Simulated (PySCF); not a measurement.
# As: excitation energy

As [Ar] 3d10 4s2 4p3 (4S) → As [Ar] 3d10 4s1 4p4 (4P), as a difference of total energies. All numbers are calculated (PySCF 2.14, scalar relativity by spin-free X2C-1e, in aug-cc-pVDZ-DK). Correlated levels: valence: [Ar] 3d10 frozen. The calculations carry no spin-orbit coupling.

```tsv
method	excitation energy (eV)
UHF	8.658
MP2 (valence)	8.669
SCS-MP2 (valence)	8.659
CCSD (valence)	8.156
CCSD(T) (valence)	8.044
CCSDT (valence)	7.999
```

Q: How much does correlation contribute at CCSD(T) (valence)?

A: 8.044 − (8.658) = -0.614 eV, measured against UHF.

A first-order spin-orbit estimate (lowest level to lowest level, LS coupling) adds -0.087 eV.

The coupled-cluster amplitudes are large for the upper state (T1 above 0.03 or a double amplitude above 0.15), so a single reference is strained.
